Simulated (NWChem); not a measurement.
System: SiN₂H₅OF; SMILES N[Si](N)(O)F

```xyz
10

N      0.7361     1.2494     1.0128
Si    -0.0444     0.0888     0.0569
N      0.2650    -1.4613     0.6970
O     -1.6038     0.6375    -0.0580
F      0.4610    -0.0588    -1.4883
H      1.6681     1.1038     1.3760
H      0.4524     2.2203     1.0088
H      0.3052    -2.2754     0.0971
H      0.0331    -1.6960     1.6535
H     -2.0789     0.3580    -0.8453
```
Atoms are numbered in this order, from 1.

All runs use the structure optimised with PBE0/def2-SVP.

Q: Give the principal values of the shielding tensors (ppm) of N1, Si2, N3, O4, F5 from BHandHLYP/pcSseg-1, GIAO (NWChem), with their diamagnetic and paramagnetic parts as GIAO splits them.

A: 
```json
[
 {"atom": "N1", "σ11": "208.9", "σ22": "246.4", "σ33": "275.6", "isotropic": "243.6", "diamagnetic": "319.7", "paramagnetic": "-76.0"},
 {"atom": "Si2", "σ11": "380.1", "σ22": "402.7", "σ33": "457.8", "isotropic": "413.5", "diamagnetic": "879.7", "paramagnetic": "-466.1"},
 {"atom": "N3", "σ11": "212.0", "σ22": "248.8", "σ33": "275.9", "isotropic": "245.6", "diamagnetic": "319.9", "paramagnetic": "-74.4"},
 {"atom": "O4", "σ11": "263.0", "σ22": "272.0", "σ33": "323.5", "isotropic": "286.2", "diamagnetic": "391.0", "paramagnetic": "-104.9"},
 {"atom": "F5", "σ11": "301.9", "σ22": "302.9", "σ33": "402.1", "isotropic": "335.6", "diamagnetic": "474.3", "paramagnetic": "-138.6"}
]
```
